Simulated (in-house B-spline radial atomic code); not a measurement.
Settings and results of a run for Se⁷⁺. Method: scalar-relativistic (X2C) OLYP, spin-polarised, spherical fractional occupations, Fermi nucleus of rms radius 4.14 fm. Calculated with an all-electron radial atomic-structure program (B-spline basis).

Command:
```bash
python run_scf.py task.json out
```
Settings (nuclear radius in fm, mass in u):
```
Z                34
configuration    [Ar] 3d9
hamiltonian      x2c
method           optx,lyp
spin_polarised   True
nucleus          fermi
rms_radius       4.14
atomic_mass      79.91652
speed_of_light   137.035999084
```

Output (hartree, bohr):
```
 radial grid: 64 intervals, B-splines of order 8, outer radius 8.961 bohr

 iter        energy (Eh)    residual
    1       -2388.993411    1.22e+00
    2       -2403.596994    9.84e-01
    3       -2414.880172    2.19e-01
    4       -2415.468943    4.44e-02
    5       -2415.476354    2.04e-02
    6       -2415.482467    3.31e-03
    7       -2415.482643    1.26e-04
    8       -2415.482644    4.11e-06
    9       -2415.482644    1.62e-07

 total energy                     -2415.48264
 kinetic                            2473.5312
 electron-nucleus                  -5709.2665
 Hartree                             905.9993
 exchange-correlation                -85.7467

 orbital      occ     eigenvalue          <r>       <r^2>       <1/r>       r_max
 1s up      1.000      -463.6251    0.0436822  0.00258091     35.3242     0.02833
 1s down    1.000      -463.6250     0.043682  0.00258089     35.3243     0.02833
 2s up      1.000       -63.7066      0.19558   0.0451708     7.76392      0.1644
 2s down    1.000       -63.6655     0.195494   0.0451303     7.76786      0.1644
 2p up      3.000       -56.6110     0.170945    0.035788      7.4884      0.1316
 2p down    3.000       -56.5809     0.170853   0.0357472     7.49161      0.1315
 3s up      1.000       -12.3081     0.566033    0.367899     2.54679      0.4998
 3s down    1.000       -12.2462     0.566593     0.36865     2.54309      0.5001
 3p up      3.000       -10.0715     0.576916     0.38857     2.38548      0.4967
 3p down    3.000       -10.0093     0.577772    0.389778     2.38112      0.4971
 3d up      5.000        -6.3756     0.589235    0.423552     2.12708      0.4431
 3d down    4.000        -6.3093     0.591622    0.427414     2.12071      0.4442
```

Time taken, with all properties: 0.14 s on 1 thread of Intel(R) Xeon(R) 6975P-C (shared host).

One-electron X2C: radii and densities carry no picture-change correction, so inner-shell <1/r> comes out high (for 1s by about 2 % at Z = 33, 5 % at 54, 10 % at 75, 30 % at 118) and <r> low.
